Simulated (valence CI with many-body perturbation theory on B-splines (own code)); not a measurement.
**Tb XXV: M1 decay**

Computed by valence CI with perturbative core correlation (CI+MBPT): five valence electrons over a frozen Dirac-Fock core [Kr], radial functions for each j: 7 s, 7 p, 8 d, 6 f, 4 g, 1 h, with the one-electron correlation potential Σ1, the two-electron term Σ2, the three-electron term Σ3, Breit, model QED; selected CI, second order for the rest, scaled by the run's own slope (own B-spline code, finite nucleus).

No measured spectrum was set against this ion. As an estimate, terms of the open shell hold to 2 to 4 % of their energy, and close levels can change places. Among the levels kept, up to 270 cm⁻¹ of a level comes from second order outside the variational space, and about a tenth of that is noise between levels of different J, which matters for small intervals. The list stops below the first excitations out of the core.

Lines 51 to 100 of 120 in falling wavelength, among levels below 96.644 eV, chosen from the decays that carry over 1 % of a level's rate. Wavelengths and rates use the calculated energies, so an error of 3000 cm⁻¹ moves a line at 154.0 nm by 4.6 % and its rate by three times that or more. S is in atomic units (e²a₀⁴ for E2 and M2, e²a₀⁶ for E3), for M1 in squared Bohr magnetons. Weak lines are less certain than strong ones. Lines between different terms over intervals too small for the method are left out, as are lines whose strength nearly cancels.

Levels are named by their leading jj configuration (3d3/2^4 stands for four electrons in 3d with j = 3/2), which in mixed levels can hold well under half, so a name can repeat and another be missing. Letters in brackets count levels of one name in rising energy.

| λ vac (nm) | Upper | Lower | Type | A (s⁻¹) | S (a.u.) |
| --- | --- | --- | --- | --- | --- |
| 155.7 | (4d3/2^2 4d5/2^3) J=1/2 [a] | (4d3/2^3 4d5/2^2) J=3/2 [a] | M1 | 3.09e+03 | 8.66e-01 |
| 154.0 | (4d3/2^2 4d5/2^3) J=9/2 [a] | (4d3/2^3 4d5/2^2) J=7/2 [a] | M1 | 1.55e+03 | 2.10e+00 |
| 150.6 | (4d3/2 4d5/2^4) J=5/2 [a] | (4d3/2^2 4d5/2^3) J=7/2 [a] | M1 | 3.09e+03 | 2.35e+00 |
| 149.5 | (4d3/2^2 4d5/2^3) J=5/2 [c] | (4d3/2^3 4d5/2^2) J=7/2 [b] | M1 | 1.67e+03 | 1.24e+00 |
| 148.3 | (4d3/2^2 4d5/2^3) J=13/2 | (4d3/2^3 4d5/2^2) J=11/2 | M1 | 6.52e+02 | 1.10e+00 |
| 142.4 | (4d3/2^2 4d5/2^3) J=3/2 [a] | (4d3/2^3 4d5/2^2) J=3/2 [a] | M1 | 5.02e+03 | 2.15e+00 |
| 141.4 | (4d3/2^2 4d5/2^3) J=7/2 [c] | (4d3/2^2 4d5/2^3) J=5/2 [a] | M1 | 2.64e+02 | 2.22e-01 |
| 139.6 | (4d3/2^2 4d5/2^3) J=9/2 [c] | (4d3/2^2 4d5/2^3) J=11/2 | M1 | 2.29e+02 | 2.31e-01 |
| 138.9 | (4d3/2^2 4d5/2^3) J=5/2 [a] | (4d3/2^3 4d5/2^2) J=5/2 [a] | M1 | 6.77e+03 | 4.03e+00 |
| 136.9 | (4d3/2^3 4d5/2^2) J=7/2 [a] | (4d3/2^4 4d5/2) J=5/2 | M1 | 1.45e+03 | 1.10e+00 |
| 135.4 | (4d3/2 4d5/2^4) J=3/2 [a] | (4d3/2^2 4d5/2^3) J=5/2 [b] | M1 | 2.31e+03 | 8.49e-01 |
| 133.4 | (4d3/2^2 4d5/2^3) J=5/2 [b] | (4d3/2^3 4d5/2^2) J=3/2 [a] | M1 | 7.69e+02 | 4.06e-01 |
| 133.1 | (4d3/2 4d5/2^4) J=11/2 | (4d3/2^2 4d5/2^3) J=13/2 | M1 | 1.59e+03 | 1.67e+00 |
| 132.0 | (4d3/2^3 4d5/2^2) J=3/2 [a] | (4d3/2^4 4d5/2) J=5/2 | M1 | 6.04e+03 | 2.06e+00 |
| 131.0 | (4d3/2 4d5/2^4) J=7/2 [a] | (4d3/2^2 4d5/2^3) J=9/2 [a] | M1 | 4.59e+03 | 3.06e+00 |
| 128.7 | (4d3/2^2 4d5/2^3) J=5/2 [b] | (4d3/2^3 4d5/2^2) J=7/2 [a] | M1 | 1.42e+03 | 6.74e-01 |
| 127.8 | (4d3/2 4d5/2^4) J=5/2 [a] | (4d3/2^2 4d5/2^3) J=5/2 [a] | M1 | 1.02e+04 | 4.72e+00 |
| 127.3 | (4d3/2 4d5/2^4) J=3/2 [a] | (4d3/2^2 4d5/2^3) J=3/2 [a] | M1 | 5.95e+03 | 1.82e+00 |
| 126.0 | (4d3/2^2 4d5/2^3) J=9/2 [b] | (4d3/2^3 4d5/2^2) J=9/2 | M1 | 4.70e+03 | 3.48e+00 |
| 123.9 | (4d3/2^2 4d5/2^3) J=7/2 [b] | (4d3/2^3 4d5/2^2) J=5/2 [b] | M1 | 8.05e+01 | 4.55e-02 |
| 121.3 | (4d3/2^2 4d5/2^3) J=7/2 [c] | (4d3/2^3 4d5/2^2) J=7/2 [b] | M1 | 1.89e+03 | 1.00e+00 |
| 120.2 | (4d3/2 4d5/2^4) J=11/2 | (4d3/2^2 4d5/2^3) J=9/2 [a] | M1 | 1.90e+03 | 1.47e+00 |
| 120.1 | (4d3/2^2 4d5/2^3) J=7/2 [b] | (4d3/2^3 4d5/2^2) J=9/2 | M1 | 1.09e+03 | 5.58e-01 |
| 119.3 | (4d3/2^2 4d5/2^3) J=7/2 [a] | (4d3/2^3 4d5/2^2) J=5/2 [a] | M1 | 6.73e+02 | 3.39e-01 |
| 118.2 | (4d3/2 4d5/2^4) J=3/2 [a] | (4d3/2^2 4d5/2^3) J=1/2 [a] | M1 | 5.78e+03 | 1.41e+00 |
| 118.0 | (4d3/2^3 4d5/2^2) J=3/2 [b] | (4d3/2^3 4d5/2^2) J=5/2 [a] | M1 | 4.40e+02 | 1.07e-01 |
| 116.9 | (4d3/2 4d5/2^4) J=7/2 [a] | (4d3/2^2 4d5/2^3) J=7/2 [a] | M1 | 3.93e+03 | 1.87e+00 |
| 116.5 | (4d3/2 4d5/2^4) J=5/2 [b] | (4d3/2^2 4d5/2^3) J=5/2 [b] | M1 | 3.18e+03 | 1.12e+00 |
| 116.3 | (4d3/2^2 4d5/2^3) J=3/2 [b] | (4d3/2^3 4d5/2^2) J=1/2 | M1 | 6.31e+02 | 1.47e-01 |
| 115.3 | (4d3/2^2 4d5/2^3) J=9/2 [b] | (4d3/2^3 4d5/2^2) J=11/2 | M1 | 1.64e+03 | 9.36e-01 |
| 113.1 | (4d3/2 4d5/2^4) J=11/2 | (4d3/2^2 4d5/2^3) J=11/2 | M1 | 7.19e+03 | 4.62e+00 |
| 113.0 | (4d3/2^3 4d5/2^2) J=5/2 [b] | (4d3/2^4 4d5/2) J=5/2 | M1 | 3.72e+01 | 1.19e-02 |
| 111.1 | (4d3/2 4d5/2^4) J=5/2 [a] | (4d3/2^3 4d5/2^2) J=7/2 [b] | M1 | 4.67e+02 | 1.43e-01 |
| 109.9 | (4d3/2^2 4d5/2^3) J=3/2 [b] | (4d3/2^3 4d5/2^2) J=5/2 [b] | M1 | 5.31e+02 | 1.04e-01 |
| 108.4 | (4d3/2^2 4d5/2^3) J=9/2 [b] | (4d3/2^3 4d5/2^2) J=7/2 [a] | M1 | 1.58e+03 | 7.47e-01 |
| 106.2 | (4d3/2^2 4d5/2^3) J=1/2 [b] | (4d3/2^3 4d5/2^2) J=1/2 | M1 | 2.20e+03 | 1.96e-01 |
| 104.0 | (4d3/2^2 4d5/2^3) J=7/2 [b] | (4d3/2^3 4d5/2^2) J=7/2 [a] | M1 | 6.78e+01 | 2.26e-02 |
| 103.8 | (4d3/2^2 4d5/2^3) J=5/2 [c] | (4d3/2^3 4d5/2^2) J=3/2 [a] | M1 | 1.17e+03 | 2.92e-01 |
| 102.7 | (4d3/2 4d5/2^4) J=7/2 [a] | (4d3/2^2 4d5/2^3) J=5/2 [a] | M1 | 4.54e+02 | 1.46e-01 |
| 101.0 | (4d3/2^2 4d5/2^3) J=5/2 [c] | (4d3/2^3 4d5/2^2) J=7/2 [a] | M1 | 3.58e+03 | 8.21e-01 |
| 100.9 | (4d3/2^2 4d5/2^3) J=9/2 [c] | (4d3/2^3 4d5/2^2) J=7/2 [b] | M1 | 1.92e+03 | 7.32e-01 |
| 100.9 | (4d3/2^2 4d5/2^3) J=7/2 [c] | (4d3/2^3 4d5/2^2) J=5/2 [b] | M1 | 8.85e+02 | 2.70e-01 |
| 98.93 | (4d3/2^2 4d5/2^3) J=3/2 [a] | (4d3/2^3 4d5/2^2) J=5/2 [a] | M1 | 4.02e+03 | 5.77e-01 |
| 98.33 | (4d3/2^2 4d5/2^3) J=7/2 [c] | (4d3/2^3 4d5/2^2) J=9/2 | M1 | 2.28e+03 | 6.44e-01 |
| 96.38 | (4d3/2^2 4d5/2^3) J=3/2 [b] | (4d3/2^3 4d5/2^2) J=3/2 [a] | M1 | 1.12e+03 | 1.48e-01 |
| 95.06 | (4d3/2^3 4d5/2^2) J=7/2 [b] | (4d3/2^4 4d5/2) J=5/2 | M1 | 2.67e+02 | 6.80e-02 |
| 94.51 | (4d3/2^2 4d5/2^3) J=5/2 [b] | (4d3/2^3 4d5/2^2) J=5/2 [a] | M1 | 6.20e+01 | 1.16e-02 |
| 93.74 | (4d3/2 4d5/2^4) J=5/2 [a] | (4d3/2^3 4d5/2^2) J=5/2 [b] | M1 | 3.56e+03 | 6.52e-01 |
| 92.87 | (4d3/2 4d5/2^4) J=3/2 [a] | (4d3/2^2 4d5/2^3) J=5/2 [a] | M1 | 1.29e+03 | 1.53e-01 |
| 91.66 | (4d3/2 4d5/2^4) J=7/2 [a] | (4d3/2^3 4d5/2^2) J=7/2 [b] | M1 | 4.52e+02 | 1.03e-01 |
